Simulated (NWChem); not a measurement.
C2H3FO2Si; SMILES F[Si@H]1C(=O)OC1

```xyz
9

O      1.3409    -1.8472     0.0620
C      0.4709    -1.0271    -0.0116
O     -0.8807    -1.2929     0.2412
C     -1.5576     0.0032     0.1265
Si     0.0617     0.8289    -0.4463
F      0.6816     2.0134     0.4984
H     -2.3931    -0.0714    -0.5982
H     -1.9536     0.3186     1.1134
H      0.1871     1.2925    -1.8676
```
Atoms are numbered in this order, from 1.

Results from NWChem. Coordinates come from a PBE-D3(BJ)/def2-SVP optimisation.

**Question.** Order these by “dipole (D)”, lowest first: PBE0/pcseg-2; PBE0/def2-SVP; PBE0/STO-3G; PBE0/pcseg-1.

**Answer.** PBE0/STO-3G (2.90), PBE0/def2-SVP (3.79), PBE0/pcseg-2 (3.94), PBE0/pcseg-1 (4.08)
